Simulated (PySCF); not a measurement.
# Two-component Hartree-Fock for Mg²⁺ (magnesium, charge +2)

Start: [Ne]. Calculated with PySCF 2.14 in x2c-TZVPall-2c (5s5p3d, 35 functions): generalised Hartree-Fock with the X2C-1e Hamiltonian and a Gaussian nucleus; one run each with spin-orbit coupling (SO) switched off, then screened by Boettger's factors.

```tsv
spinor shell	electrons	ε, spin-free (eV)	ε, screened SO (eV)	weight of nominal j (screened SO)	rms radius, screened SO (bohr)
1s1/2	2	-1356.6	-1356.6	1.000	0.151
2s1/2	2	-122.35	-122.35	1.000	0.754
2p1/2	2	-81.789	-82.005	1.000	0.766
```

(1) Where does 2p3/2 lie, and what is the 2p spin-orbit splitting (screened SO)?

```
   quantity   spin-free  screened SO
E (hartree)  -199.12820   -199.12827
        M_J           0            0
       ⟨J²⟩       0.000        0.000
       ⟨L²⟩       0.000        0.000
       ⟨S²⟩       0.000        0.000
```

Without spin-orbit coupling the j labels of p, d and f shells carry no meaning; the spin-free column gives the mean over the occupied spinors of each nl shell.

## Answers

(1) At -81.682 eV, 0.323 eV above 2p1/2.
